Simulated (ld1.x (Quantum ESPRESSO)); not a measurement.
# Which change was made? (La, RRKJ)

| Property | Result |
| --- | --- |
| Element | lanthanum (La) |
| Generator | ld1.x (Quantum ESPRESSO) 7.5 |
| Type | norm-conserving RRKJ (Kleinman–Bylander form) |
| Functional | PBE |
| Relativity | scalar-relativistic |
| Frozen core | [Kr] 4d10 |
| Valence charge | 11 |
| Reference configuration | 4f0 5s2 5p6 5d1 6s0 6p0 (charge +2) |
| Partial waves | 5p (bound): rc 2.15 bohr; 5d (bound): rc 2.90 bohr; 4f (bound, empty): rc 1.85 bohr; 5s (bound): rc 2.65 bohr |
| Local potential | the s channel |
| Core correction | a·sin(br)/r model core, default radius (core density twice the valence density) |

Cutoffs, loose and tight: the cutoffs (Ry, on a coarse ladder) from which the occupation-weighted sum of valence levels, in a spherical-Bessel basis at the reference potential, stays within 10 and 1 mRy of its value at 400 Ry. They do not see the model core or the augmentation charge, which bear on the density cutoff. Test errors are all-electron minus pseudo excitation energies from the reference, over the configurations 4f0 5s2 5p6 5d1 6s2 6p0; 4f0 5s2 5p6 5d1 6s1 6p0; 4f0 5s2 5p6 5d0 6s0 6p0; 4f0 5s1 5p6 5d1 6s2 6p0; 4f0 5s2 5p5 5d1 6s2 6p0; 4f1 5s2 5p6 5d0 6s2 6p0; 4f1 5s2 5p6 5d0 6s1 6p0; variants that change the core or the reference have their own tests. The largest error is taken over the tests solved by every variant that gives reliable tests at all, those not shown here included: 4f0 5s2 5p5 5d1 6s2 6p0; 4f0 5s2 5p6 5d0 6s0 6p0; 4f0 5s2 5p6 5d1 6s1 6p0; 4f0 5s2 5p6 5d1 6s2 6p0; 4f1 5s2 5p6 5d0 6s1 6p0.

The base gives: outcome: generated; cutoff, loose: 30 Ry; cutoff, tight: 45 Ry; bound ghosts: none; largest test error (meV): +4538.

(1) After one change the result is: outcome: generated; cutoff, loose: 30 Ry; cutoff, tight: 45 Ry; bound ghosts: s, p; largest test error (meV): +721. Which change was it?
A. wave 5s (bound): rc 2.65 bohr becomes 5s (bound): rc 1.70 bohr
B. local potential the f channel
C. type PAW; waves now 5s (bound): rcut 2.30, rcutus 2.65 bohr; 6s (bound): rcut 2.30, rcutus 2.65 bohr; 5p (bound): rc 2.15 bohr; 6p (bound): rc 2.15 bohr; 5d (bound): rcut 2.50, rcutus 2.90 bohr; 5d channel at -0.5 Ry: rcut 2.50, rcutus 2.90 bohr; 4f (bound): rcut 1.60, rcutus 1.85 bohr; 4f channel at 2.3 Ry: rcut 1.60, rcutus 1.85 bohr; local potential all-electron potential smoothed inside 2.05 bohr (lloc = -2); augmentation PSQ, radius 1.30 bohr

Results:

(1) B. The others give: wave 5s (bound): rc 2.65 bohr becomes 5s (bound): rc 1.70 bohr → outcome: generated; cutoff, loose: 45 Ry; cutoff, tight: 80 Ry; bound ghosts: none; largest test error (meV): +260 | type PAW; waves now 5s (bound): rcut 2.30, rcutus 2.65 bohr; 6s (bound): rcut 2.30, rcutus 2.65 bohr; 5p (bound): rc 2.15 bohr; 6p (bound): rc 2.15 bohr; 5d (bound): rcut 2.50, rcutus 2.90 bohr; 5d channel at -0.5 Ry: rcut 2.50, rcutus 2.90 bohr; 4f (bound): rcut 1.60, rcutus 1.85 bohr; 4f channel at 2.3 Ry: rcut 1.60, rcutus 1.85 bohr; local potential all-electron potential smoothed inside 2.05 bohr (lloc = -2); augmentation PSQ, radius 1.30 bohr → outcome: failed: invmat: error in DGETRF.
